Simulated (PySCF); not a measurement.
dimethylamine (C₂H₇N), singlet, at a GFN2-xTB geometry, atoms displaced at random by about 0.08 Å a coordinate. Base run: PBE/6-31G, gradient (PySCF).

Input for PySCF:
```python
from pyscf import gto, scf, dft

mol = gto.M(
    atom='''
C    -0.143884   -0.078874    1.232092
N     0.079484    0.616386   -0.002750
C     0.033635   -0.354503   -1.326994
H     0.782208   -0.963814    1.172093
H    -0.080555    0.438813    2.247159
H    -0.940496   -0.788493    1.167262
H     0.823943    1.055063   -0.091566
H     0.718215   -0.880585   -1.311175
H    -0.000182    0.318878   -1.979458
H    -1.018921   -0.801497   -1.332945
''',
    basis='6-31g',
    charge=0,
    spin=0,
    verbose=4,
)

mf = dft.RKS(mol)
mf.xc = 'pbe'
mf.kernel()
g = mf.nuc_grad_method()
grad = g.kernel()
```

The coordinate followed is x of atom 2.

Each row names what was changed in the base input (with any setting that the change needs).

```tsv
change	dE/dx (Eh/bohr)	net force (Eh/bohr)
base	0.201897	0.000024
conv_tol = 1e-6	0.201884	0.000024
finite difference step (bohr) = 0.2; conv_tol = 1e-11	?	-
grids.level = 5; grid_response = off	0.201891	0.000001
grids.level = 0; grid_response = off	0.206550	0.003376
finite difference step (bohr) = 1e-3; conv_tol = 1e-11	0.201892	-
finite difference step (bohr) = 0.05; conv_tol = 1e-11	0.202691	-
density fitting = on; auxbasis_response = off	0.202760	0.000810
conv_tol = 1e-11	0.201897	0.000024
conv_tol = 1e-4	0.201893	0.000024
grids.level = 0; grid_response = on	0.207073	0.000000
finite difference step (bohr) = 1e-5; conv_tol = 1e-11	0.201892	-
```

Problem. Fill in the missing entries.

Solution. 
- finite difference step (bohr) = 0.2; conv_tol = 1e-11, dE/dx (Eh/bohr): 0.214621

The net force is zero for an exact gradient.
